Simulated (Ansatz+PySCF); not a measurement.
**singlet H₄: levels of theory in one basis**

```yaml
atoms:
  - { symbol: H, position_ang: [1.4142, 0.0000, 0.0000] }
  - { symbol: H, position_ang: [0.0000, 1.4142, 0.0000] }
  - { symbol: H, position_ang: [-1.4142, 0.0000, 0.0000] }
  - { symbol: H, position_ang: [0.0000, -1.4142, 0.0000] }
```

Basis set: cc-pVDZ (spherical functions). All electrons are correlated. Charge 0, multiplicity 1.

Computed with Ansatz (development build ahead of 0.2.0); each method stands on the lowest determinant of its kind that the runs found. NEVPT2 correlates all electrons. Active spaces start from the frontier orbitals, and the lowest solution found is given.

```json
{"method": "RHF", "E − E(RHF) (eV)": "0.00", "<S²> of the determinant": "0.00"}
{"method": "UHF", "E − E(RHF) (eV)": "-5.46", "<S²> of the determinant": "1.70"}
{"method": "RHF-MP2", "E − E(RHF) (eV)": "-3.10", "<S²> of the determinant": "–"}
{"method": "UHF-MP2", "E − E(RHF) (eV)": "-5.59", "<S²> of the determinant": "1.70"}
{"method": "RHF-CCSD", "E − E(RHF) (eV)": "-6.31", "<S²> of the determinant": "–"}
{"method": "UHF-CCSD", "E − E(RHF) (eV)": "-5.95", "<S²> of the determinant": "1.70"}
{"method": "RHF-CCSD(T)", "E − E(RHF) (eV)": "-6.45", "<S²> of the determinant": "–"}
{"method": "UHF-CCSD(T)", "E − E(RHF) (eV)": "-5.96", "<S²> of the determinant": "1.70"}
{"method": "RHF-CCSDT(Q)", "E − E(RHF) (eV)": "-5.95", "<S²> of the determinant": "–"}
{"method": "UHF-CCSDT(Q)", "E − E(RHF) (eV)": "-5.98", "<S²> of the determinant": "1.70"}
{"method": "CASSCF(4,4)", "E − E(RHF) (eV)": "-5.94", "<S²> of the determinant": "–"}
{"method": "CASSCF(2,2)", "E − E(RHF) (eV)": "-2.95", "<S²> of the determinant": "–"}
{"method": "SC-NEVPT2(4,4)", "E − E(RHF) (eV)": "-6.03", "<S²> of the determinant": "–"}
{"method": "SC-NEVPT2(2,2)", "E − E(RHF) (eV)": "-4.33", "<S²> of the determinant": "–"}
```

Q: What does full CI (lowest root of this spin) give on the same scale?

A: -6.06 eV.

At such a shape the full CI root can have another spatial symmetry than the determinants, so the rows needn't describe one state.

Q: Is a single determinant a sound starting point here?

A: It is doubtful. Unrestricted orbitals lower Hartree–Fock by 5.46 eV and <S²> is 1.70 where a pure state has 0.00, a sign of strong static correlation. The CASSCF(4,4) natural occupations are 1.66, 1.00, 1.00, 0.34. The CASSCF(2,2) natural occupations are 1.41, 0.59.

Caution for RHF, RHF-MP2, RHF-CCSD, RHF-CCSD(T), RHF-CCSDT(Q): an unrestricted determinant lies well below; the determinant breaks the point group. Caution for UHF, UHF-MP2, UHF-CCSD, UHF-CCSD(T), UHF-CCSDT(Q): the unrestricted determinant is a mixture of spin states. Caution for RHF-MP2, UHF-MP2, RHF-CCSD, UHF-CCSD, UHF-CCSD(T), RHF-CCSDT(Q), UHF-CCSDT(Q): large amplitudes, a single reference is doubtful. Caution for RHF-CCSD(T): very large amplitudes, the method is breaking down. Caution for RHF-CCSD(T), UHF-CCSD(T): the program doubts this total. Caution for RHF-CCSDT(Q): the amplitudes may be one of several solutions. Caution for CASSCF(2,2): other starts end on other solutions of this active space.
